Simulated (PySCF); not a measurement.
## Electron correlation in N (nitrogen, neutral)

[He] 2s2 2p3, high-spin 4S determinant. Computed with PySCF 2.14 in Sapporo-DZP-2012 (4s3p1d, 18 functions), with scalar relativity by spin-free X2C-1e. Frozen: 1s2; 5 electrons correlated.

MP2 pair energies summed by pair of shells (mhartree):

```
 pair  energy  share (%)
2s-2p  -50.27       64.1
2p-2p  -19.66       25.1
2s-2s   -8.50       10.8
```

Total MP2 correlation energy: -78.42 mhartree.

Same-spin part -24.17 and opposite-spin part -54.26 mhartree; SCS-MP2 scales them by 1/3 and 6/5 to -73.17 mhartree.

```json
{"level": "CCSD", "correlation energy (mhartree)": "-95.69"}
{"level": "(T)", "correlation energy (mhartree)": "-0.82"}
{"level": "CCSD(T)", "correlation energy (mhartree)": "-96.51"}
```

Diagnostics: T1 = 0.0044, D1 = 0.0113, largest double amplitude 0.045.

Cost of the coupled-cluster step: 0.15 s of wall time on 1 thread of Neoverse-N1 (shared host), for 5 correlated electrons.
